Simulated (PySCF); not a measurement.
**Indium: a sound run and one with changed settings**

Sound run: In⁺ [Kr] 4d10 5s2, In²⁺ [Kr] 4d10 5s1. Calculation: PySCF 2.14, in cc-pVTZ-PP with ECP28MDF (5s4p3d1f, 39 functions); a scalar-relativistic core potential. The sound run starts from symmetry-adapted Hartree-Fock orbitals and uses a fine grid where one is needed.

Changed run: initial guess minao, at most 5 SCF cycles. This setting is unsound on purpose.

```json
{"species": "In⁺", "method": "UHF", "sound run (hartree)": "-189.01875", "changed run (hartree)": "-189.01875", "converged": "no"}
{"species": "In⁺", "method": "B3LYP", "sound run (hartree)": "-189.97902", "changed run (hartree)": "-189.97902", "converged": "no"}
{"species": "In⁺", "method": "LDA", "sound run (hartree)": "-189.58587", "changed run (hartree)": "-189.58587", "converged": "no"}
{"species": "In²⁺", "method": "UHF", "sound run (hartree)": "-188.39358", "changed run (hartree)": "-188.39358", "converged": "no"}
{"species": "In²⁺", "method": "B3LYP", "sound run (hartree)": "-189.27780", "changed run (hartree)": "-189.27780", "converged": "no"}
{"species": "In²⁺", "method": "LDA", "sound run (hartree)": "-188.86942", "changed run (hartree)": "-188.86942", "converged": "no"}
```

The SCF was stopped early; the energies are upper bounds that still move, and correlated levels were skipped or rest on poor orbitals.
